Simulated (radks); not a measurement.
Charge is removed step by step from the 2p down level of the chlorine ion Cl+, starting from [He] 2s2 2p(up 3, down 3) 3s2 3p4. Method: scalar-relativistic Kohn-Sham, BLYP, spin-polarised, spherical densities, finite nucleus; open shells are filled with parallel spins first; Fermi nuclear charge, rms radius 3.3654 fm; computed with a radial shooting solver on a logarithmic mesh with Libxc functionals.

removed (e),E - E(0) (eV),eigenvalue (eV),E minus straight line (eV)
0,0.000,-204.16,0.000
0.125,25.803,-208.79,-2.080
0.25,52.189,-213.47,-3.579
0.375,79.163,-218.20,-4.489
0.5,106.73,-222.98,-4.804
0.625,134.90,-227.82,-4.519
0.75,163.68,-232.69,-3.627
0.875,193.06,-237.62,-2.123
1,223.07,-242.58,0.000

Removing the whole electron costs 223.07 eV by Delta-SCF, against 204.16 eV from minus the eigenvalue at the starting occupation. Slater's transition state (half an electron removed) gives 222.98 eV. Integrating minus the eigenvalue over the occupation (Janak's theorem) gives 223.11 eV. In this scalar-relativistic scheme the density is built from large components alone, so the theorem holds only approximately. The mean slope of the eigenvalue, de/dn, is 38.4 eV per electron.
